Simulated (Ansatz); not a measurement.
Relaxation of CH₂FSSi (6 atoms, charge -1, multiplicity 1), to a largest force component of 0.02 eV/Å in at most 50 steps.

The calculation used RKS PBE-D4/def2-SVP in Ansatz 0.2.0.

```xyz
6
Properties=species:S:1:pos:R:3:forces:R:3
F -0.351 -1.824 1.102 -0.13 -0.17 0.16
Si 0.057 -1.283 -0.463 -0.08 -0.58 -0.15
C 0.331 0.544 -0.067 0.02 0.66 -0.22
S -1.335 0.482 -0.836 -0.44 -0.22 -0.17
H 1.013 1.135 -0.684 0.51 0.31 -0.24
H 0.285 0.946 0.949 0.13 0.01 0.62
```

Question: Where does it end, and by what steps?

Answer: The forces met the threshold. Limits of this set-up: an anion without diffuse functions, the dipole of an ion depends on the origin. After 6 steps the energy has fallen by 0.063 eV; H5 moved furthest, 0.07 Å.

```csv
step,energy less start (eV),largest force component (eV/Å),accepted
0,0.0000,0.656,yes
1,-0.0531,0.386,yes
2,-0.0612,0.122,yes
3,-0.0625,0.047,yes
4,-0.0626,0.020,yes
5,-0.0626,0.033,no
6,-0.0627,0.003,yes
```

```xyz
6
Properties=species:S:1:pos:R:3
F -0.390 -1.843 1.112
Si 0.054 -1.303 -0.453
C 0.330 0.590 -0.092
S -1.353 0.441 -0.840
H 1.041 1.194 -0.696
H 0.318 0.921 0.969
```

Run time: 17 s on 1 thread of Arm Neoverse V2, on a shared host, peak memory 0.16 GiB.
